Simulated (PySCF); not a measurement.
## Bond length, frequency and bond energy of SnH⁻ by level of theory

State: ³Σ⁻ (triplet), unpaired electrons π ↑↑. Set-up: basis Sn def2-TZVPPD with ECP28, H def2-TZVPPD; scalar-relativistic core potentials; PySCF 2.14. De refers to Sn⁻ + H in their high-spin ground configurations, without counterpoise correction. The functionals are run spin-unrestricted. A positive dipole points towards H; it is taken about the centre of mass and depends on that origin.

```
      Level  Re (Å)  ωe (cm⁻¹)  De (eV)  μ (D)  CPU s a point (SCF and correlation, without the integrals)
        UHF   1.805       1587      n/a  -0.76                                                        0.46
    UHF-MP2   1.784       1604     2.29    n/a                                                        0.73
UHF-SCS-MP2   1.794       1574     2.44    n/a                                                         n/a
   UHF-CCSD   1.798       1563     2.53    n/a                                                         n/a
UHF-CCSD(T)   1.801       1549     2.55    n/a                                                          19
        PBE   1.831       1462     2.58  -1.14                                                        0.81
       PW91   1.828       1469     2.60  -1.14                                                        0.51
       BLYP   1.842       1423     2.72  -1.26                                                        0.49
     r²SCAN   1.808       1531     2.60  -1.00                                                         1.1
      TPSSh   1.814       1526     2.72  -0.99                                                         1.3
       PBE0   1.811       1534     2.53  -0.99                                                         1.5
      B97-3   1.822       1502     2.60  -1.02                                                        0.73
      HSE06   1.813       1529     2.56  -1.01                                                         1.3
       MN15   1.807       1529     2.69  -1.17                                                         1.3
```

Q: Which functional lies closest to UHF-CCSD(T) in De, which farthest, and by how much do they differ from it?

A: Closest is HSE06 (+1.2 pm in Re, -1.3 % in ωe, +0.01 eV in De against UHF-CCSD(T) in the same basis), farthest BLYP (+4.1 pm in Re, -8.1 % in ωe, +0.17 eV in De). CCSD(T) converges more slowly with the basis than the functionals do and binds too weakly in this one, so the order can change at the basis-set limit.

Q: What does a quarter of exact exchange do here, going from PBE to PBE0?

A: PBE0 less PBE: -2.0 pm in Re, +4.9 % in ωe, -0.05 eV in De. Exact exchange removes part of the self-interaction that spreads semilocal densities, and in most molecules shortens and stiffens the bond and lowers De; so it does here.

Q: What does second-order correlation do here, going from UHF to UHF-MP2?

A: UHF-MP2 less UHF: -2.1 pm in Re, +1.1 % in ωe. Correlation nearly always deepens the well. The bond shortens, as in weak, metallic or heavy-atom bonds, where dispersion and the correlation of outer-core electrons pull the atoms together.

Correlated steps freeze 4 core orbitals. Spin–orbit coupling is left out, which matters for elements this heavy, above all for dissociation energies. For an ion De counts to the pair picked by the measured ionisation energies or electron affinities, which need not be the lowest pair at this level. The highest Kohn–Sham level is positive in this anion. Much of that is self-interaction error, but it also means that the finite basis helps to hold the extra electron. The state is the lowest determinant that a PBE0 search found; another state may lie lower at other levels.

The whole job (state search and all levels along the bond) took about 5.6 min on 1 thread of Intel Xeon Platinum 8488C (shared host), peak memory 1.4 GiB.
